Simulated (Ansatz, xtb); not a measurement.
Ranking isomers of C4H3N3S

3 gas-phase structures of C4H3N3S, from a drawn sample of its isomers (lower ones may exist). Each was relaxed with GFN2-xTB:

A. `N#Cc1nccn1S`, a singlet
B. `N#Cc1cn(S)cn1`, a singlet
C. `N#Cc1cncn1S`, a singlet

Problem. Which do you expect lowest at r2SCAN-D4/def2-SVP, and how would the others follow?

Solution. Calculated order at r2SCAN-D4/def2-SVP: C (0.000), B (0.013), A (0.212) eV. Less than 1 kcal/mol parts C and B, so the order within that pair means little.

Energies above the lowest of each column, in eV; the last columns are at PBE-D3(BJ)/def2-SVP geometries:

| structure | GFN2-xTB | HF/STO-3G | r2SCAN-D4/def2-SVP | PBE-D3(BJ)/def2-SVP | CCSD(T)/def2-SVP + ΔMP2/def2-TZVPP |
| --- | --- | --- | --- | --- | --- |
| C | 0.000 | 0.085 | 0.000 | 0.000 | 0.027 |
| B | 0.034 | 0.000 | 0.013 | 0.022 | 0.000 |
| A | 0.059 | 0.283 | 0.212 | 0.094 | 0.123 |

CCSD(T)/def2-SVP + ΔMP2/def2-TZVPP has B and C within 1 kcal/mol of each other at the bottom, and every level picks one of them. CCSD(T)/def2-SVP + ΔMP2/def2-TZVPP orders those it was run on as B (0.000), C (0.027), A (0.123) eV. Less than 1 kcal/mol parts B and C, so the order within that pair means little. Flexible structures stand in one conformer each, not always the lowest. ΔMP2 is the change of the MP2 energy from the smaller to the larger basis.

Programs: Ansatz 0.2.0, xtb 6.7.1.
